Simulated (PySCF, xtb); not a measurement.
C4H4ClF, SMILES ClC1=C[C@H](F)C1.

xtb with GFN2-xTB at its own geometry gives an orbital gap of 4.56 eV and a dipole moment of 1.69 D.

The structure is a stationary point at TPSSh-D3(BJ)/def2-SVP. The structure was generated by enumeration; whether it is a known compound was not checked.

**Question.** What does B3LYP/def2-TZVP in PySCF give? (An estimate is asked for; the answer gives what the named calculation found.)

**Answer.** gap 6.65 eV (levels -7.38 and -0.73 eV), dipole 1.25 D.
